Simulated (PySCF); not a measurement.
A calculated (PBE0, PySCF 2.14, aug-cc-pVTZ with one added diffuse shell each of s, p, d, f type, no relativity, point nucleus) atom or ion has these occupied shells.

```
shell  electrons  orbital energy (eV)  rms radius, mean of both spins (bohr)
 1s α          1              -1288.4                                  0.152
 1s β          1              -1288.3                                  0.152
 2s α          1              -96.472                                  0.762
 2s β          1              -96.385                                  0.762
 2p α          3              -61.750                                  0.774
 2p β          3              -61.632                                  0.774
 3p α          1               -9.052                                   3.65
```

Problem. Name the element and its charge.

Solution. Mg⁺ (magnesium, charge +1), in [Ne] 3p1, 2P determinant (an excited configuration).
